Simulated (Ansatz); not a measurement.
Cost and result for the atomization energy of `C[NH][Ge]([O]C)([O]C)[O]C` (22 atoms, 21 bonds).

```tsv
atom	x (Å)	y (Å)	z (Å)
C1	-1.495	1.032	1.857
N2	-1.190	1.194	0.449
Ge3	0.058	0.221	-0.413
O4	1.676	0.913	-0.543
C5	2.305	1.359	0.637
O6	-0.340	-0.010	-2.107
C7	-1.579	-0.602	-2.435
O8	0.112	-1.296	0.489
C9	1.018	-2.298	0.080
H10	-2.545	1.271	2.050
H11	-1.338	-0.009	2.142
H12	-0.878	1.655	2.516
H13	-1.321	2.132	0.105
H14	1.723	2.136	1.147
H15	3.272	1.785	0.360
H16	2.481	0.541	1.347
H17	-2.418	-0.109	-1.930
H18	-1.601	-1.668	-2.177
H19	-1.717	-0.506	-3.514
H20	0.959	-3.116	0.801
H21	0.770	-2.692	-0.912
H22	2.051	-1.932	0.052
```

Total charge 0; spin multiplicity 1. Correlated methods include outer-core shells of Ge, which these sets cover unevenly. Scalar relativity is left out up to krypton. The geometry is a stationary point of PBE0-D4/def2-TZVP. It is one conformer, not always the lowest. Program: Ansatz. All runs use 6 threads of an AMD EPYC 7R13 on a shared host and a share of an NVIDIA H100 80 GB. Times are those of one run each, without the atoms' runs, and a repeat can differ threefold. Electronic energies, without spin–orbit coupling; frozen cores. CCSD(T)/CBS adds CCSD(T) − MP2 in def2-TZVPP to the MP2 limit, and its time is that of the two runs behind it. T1 = 0.011. With those shells the extrapolation isn't a true limit. B3LYP takes the VWN-RPA correlation (the form of Gaussian; ORCA's B3LYP/G).

CCSD(T)/CBS is a level of theory with its own doubt, some kJ/mol a heavy atom from the limit and from the frozen cores, so smaller differences don't rank the functionals.

| level | functions | wall time |
| --- | --- | --- |
| PBE0-D4/def2-TZVPP | 478 | 2.6 s |
| r2SCAN-D4/def2-TZVPP (with forces) | 478 | 4.4 s |
| B2PLYP/def2-TZVPP | 478 | 4.7 s |
| PBE-D4/def2-TZVPP (with forces) | 478 | 4.8 s |
| B3LYP-D4/def2-TZVPP (with forces) | 478 | 5.5 s |
| ωB97X-V/def2-TZVPP | 478 | 7.5 s |
| ωB97M-V/def2-TZVPP (with forces) | 478 | 7.5 s |
| MP2/def2-QZVPP | 935 | 13 s |
| CCSD(T)/def2-TZVPP | 478 | 35 s |
| CCSD(T)/CBS(def2) | – | 48 s |

**Question.** What atomization energy does each give, and how far from CCSD(T)/CBS? (An estimate is asked.)

**Answer.** Computed: 
| level | atomization (kcal/mol) | difference from CCSD(T)/CBS | per bond |
| --- | --- | --- | --- |
| PBE0-D4/def2-TZVPP | 1991.5 | -6.3 | -0.3 |
| r2SCAN-D4/def2-TZVPP (with forces) | 1994.1 | -3.7 | -0.2 |
| B2PLYP/def2-TZVPP | 1971.7 | -26.1 | -1.2 |
| PBE-D4/def2-TZVPP (with forces) | 2032.5 | 34.7 | 1.7 |
| B3LYP-D4/def2-TZVPP (with forces) | 1991.1 | -6.7 | -0.3 |
| ωB97X-V/def2-TZVPP | 2000.3 | 2.5 | 0.1 |
| ωB97M-V/def2-TZVPP (with forces) | 1996.0 | -1.8 | -0.1 |
| MP2/def2-QZVPP | 2010.3 | 12.5 | 0.6 |
| CCSD(T)/def2-TZVPP | 1948.5 | -49.3 | -2.3 |
| CCSD(T)/CBS(def2) | 1997.8 | 0.0 | 0.0 |

In def2-TZVPP, CCSD(T) changes the Hartree–Fock value by +536.5 kcal/mol (the triples alone add +30.7 kcal/mol) and MP2 by +569.2 kcal/mol; breaking electron pairs costs correlation energy, which Hartree–Fock lacks. From PBE to PBE0 (25 % exact exchange), in def2-TZVPP and without D4, the atomization energy moves by −39.3 kcal/mol: exact exchange takes away binding that semilocal exchange gives to molecules. The D4 term adds +19.7 kcal/mol with B3LYP and +10.8 kcal/mol with PBE0; it sums over pairs of atoms, weighted by their polarisabilities, and B3LYP, whose exchange is more repulsive, gets the larger term.
